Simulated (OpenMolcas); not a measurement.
# Computed transition rates of Pr2+

```json
{"Program": "OpenMolcas", "Method": "CASSCF", "Basis": "ANO-RCC-VTZP [8s7p5d3f2g1h]", "Scalar Hamiltonian": "DKH2, point nucleus", "Active space": "3 electrons in 7 orbitals (4f)", "State averaging": "2S+1 = 4 odd, 35 roots (21 in the spin-orbit step); 2S+1 = 2 odd, 96 roots kept (CI in the orbitals of an earlier block, 35 in the spin-orbit step)", "Spin-orbit coupling": "RASSI with atomic mean-field integrals over the reference wave functions, term energies averaged over their components"}
```

Rates come from the transition moments of the reference wave functions (E1 and E2 in the length form). At fixed line strength A goes as λ^-3 for E1 and M1 and as λ^-5 for E2, so a rate at the computed wavelength can be rescaled to the measured one. Measured vacuum wavelengths follow from level energies in Martin, Zalubas and Hagan, Atomic Energy Levels: The Rare-Earth Elements, NSRDS-NBS 60 (1978); the list in Maison, Palmeri and Quinet, J. Phys. B 58, 015001 (2025). Branching counts decays inside the model space alone, at computed energies, and the table is only a selection of the M1 lines, drawn from those between levels with measured partners whose computed energy lies within a factor of 1.5 of the measured one.

| Upper | Lower | Type | λ computed (nm) | λ measured (nm) | A computed (s-1) | A rescaled (s-1) | Branching % |
| --- | --- | --- | --- | --- | --- | --- | --- |
| 4f³ ⁴F°_5/2 | 4f³ ⁴F°_3/2 | M1 | 16750 | 13030 | 9.22e-03 | 1.96e-02 | 100.0 |
| 4f³ ⁴F°_7/2 | 4f³ ⁴F°_5/2 | M1 | 16010 | 13870 | 9.99e-03 | 1.54e-02 | 47.4 |
| 4f³ ⁴I°_11/2 | 4f³ ⁴I°_9/2 | M1 | 6777 | 7151 | 1.37e-01 | 1.17e-01 | 100.0 |
| 4f³ ⁴I°_13/2 | 4f³ ⁴I°_11/2 | M1 | 6199 | 6690 | 2.05e-01 | 1.63e-01 | 100.0 |
| 4f³ ⁴I°_15/2 | 4f³ ⁴I°_13/2 | M1 | 5861 | 6408 | 1.61e-01 | 1.23e-01 | 100.0 |
| 4f³ ²H°_9/2 | 4f³ ⁴I°_11/2 | M1 | 836 | 1158 | 7.15e-01 |  | 42.4 |
| 4f³ ²H°_9/2 | 4f³ ⁴I°_9/2 | M1 | 744.2 | 996.7 | 9.70e-01 |  | 57.6 |
| 4f³ ⁴F°_7/2 | 4f³ ⁴I°_9/2 | M1 | 662 | 920.9 | 1.52e-03 |  | 7.2 |

Spin-changing lines and M1 lines between different terms are not rescaled, since their strength hangs on the term gaps too.

The largest correction is for 4f³ ⁴F°_5/2 → 4f³ ⁴F°_3/2 (M1): 9.22e-03 × (16750 / 13030)^3 = 1.96e-02 s-1, a factor of 2.12.

The computed rate and branching of 4f³ ⁴I°_11/2 → 4f³ ⁴I°_9/2 give the upper level a radiative lifetime of 1.000 / 1.37e-01 s-1 = 7.30e+00 s, counting decays inside the model space alone. The rescaled rate gives about 8.6e+00 s.

The computed order of these levels differs from the measured one in 1 place, and where term gaps are wrong the rates of spin-changing lines can be off by large factors.

These are rates of the free ion; in crystals, glasses and complexes forced electric-dipole and non-radiative decay shorten such lifetimes by orders of magnitude. No measured rate stands beside these. Rescaling mends the energy factor alone: line strengths can still be far off where a level mixes with configurations outside the active space, and weak or spin-changing lines hang on small mixing coefficients that depend on the term gaps too, so rescaling need not improve them.

High states are left out of the spin-orbit mixing, which shifts the levels that they would mix with. Without dynamic correlation excited terms often stand tens of per cent too high (terms of higher spin than the ground term too low), and those without a measured partner can miss by more than the paired ones. Terms from blocks run as CI alone lack orbitals of their own. Measured partners are found by configuration, term and J. A level has none where our copy of the source lacks it or the pairing is in doubt (some pairs that miss far off the trend of their configuration count as doubtful). Levels of configurations outside the active space are missing.

° marks odd parity.
